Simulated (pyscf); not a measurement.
**HC≡C–OH₂⁺, singlet**

Gas-phase minimum from PySCF at ωB97X-D3(BJ)/def2-SVP, one conformer. HC≡C–OH₂⁺ lies 84.3 kcal/mol over its isomer H₃C–C⁺=O, and others may lie lower still (electronic energy, ωB97M-D3(BJ)). 

```xyz
6

C     -2.4424    -0.1331     0.2486
C     -1.2611    -0.0456     0.0694
O      0.0885     0.0651    -0.0999
H     -3.5104    -0.2142     0.4044
H      0.5910    -0.7773    -0.2085
H      0.4026     0.8006    -0.6783
```
Charge +1, spin multiplicity 1.

Bond lengths (Å): C1–C2 1.198, C1–H4 1.082, C2–O3 1.365, O3–H5 0.987, O3–H6 0.987. Angles (°): C2–C1–H4 179.7, C1–C2–O3 178.5, C2–O3–H5 116.6, C2–O3–H6 116.6, H5–O3–H6 114.2.

Properties at ωB97X-D3(BJ)/def2-SVP:

| Item | Value |
|---|---|
| Harmonic wavenumbers, unscaled | 281, 340, 525, 767, 830, 1006, 1120, 1616, 2344, 3441, 3561, 3637 cm⁻¹ |
| Zero-point energy | 27.8 kcal/mol |
| Rotational symmetry number | 1 |
| Entropy of this conformer at 298 K and 1 atm, rigid rotor and harmonic oscillator, modes under 100 cm⁻¹ raised to 100 | 256.1 J/(mol K) |
| Dipole moment | depends on origin |

Single-point totals, which compare only within one level (frozen core for MP2 and CC):

```tsv
level	total energy (hartree)
ωB97X-D3(BJ)/def2-TZVP	-152.89322
PBE/def2-TZVP	-152.67009
r²SCAN/def2-TZVP	-152.76042
B3LYP-D3(BJ)/def2-TZVP	-152.85746
PBE0-D3(BJ)/def2-TZVP	-152.67430
M06-2X/def2-TZVP	-152.78993
ωB97M-D3(BJ)/def2-TZVP	-152.89001
HF/def2-TZVPP	-151.98293
MP2/def2-TZVPP	-152.51872
CCSD/def2-TZVPP	-152.53251
CCSD(T)/def2-TZVPP	-152.55639
```

The CCSD(T) − MP2 part came from Ansatz, without density fitting, on the same reference.
